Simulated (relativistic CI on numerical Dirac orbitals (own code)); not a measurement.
Sensitivity of the levels of Al9+ to α

Method of calculation: Dirac-Coulomb-Breit CI, orbitals from a KLI potential per configuration, derivatives by finite differences, unscaled Slater integrals, QED left out (own radial code, finite nucleus).

CI space (outside the closed core 1s2): 2s², 2s2p, 2p², 2p3s, 2p3p, 2s3s, 2s3p, 2s3d. Levels of other configurations are missing.

With x = (α/α₀)² − 1 an excitation energy changes as ω = ω₀ + qx; K = 2q/ω₀ is the relative enhancement. Terms are leading LS components, so labels can repeat.

Lowest level 2s² ¹S0.

```tsv
Level	ω₀ (cm⁻¹)	q (cm⁻¹)	K
2s2p ³P°0	156576	1505	0.0192
2s2p ³P°1	158207	3101	0.0392
2s2p ³P°2	161790	6741	0.0833
2s2p ¹P°1	314015	5448	0.0347
2p² ³P0	407998	7009	0.0344
2p² ³P1	409912	9071	0.0443
2p² ³P2	413063	12090	0.0585
2p² ¹D2	458429	10930	0.0477
2p² ¹S0	568192	10800	0.038
2s3s ³S1	1854405	4614	0.00498
2s3s ¹S0	1883619	4874	0.00518
2s3p ¹P°1	1927165	6061	0.00629
2s3p ³P°0	1929348	5127	0.00532
```

At this charge energies of transitions that change n are usually good to better than 1 %, and those within a shell (Δn = 0) to a few per cent.
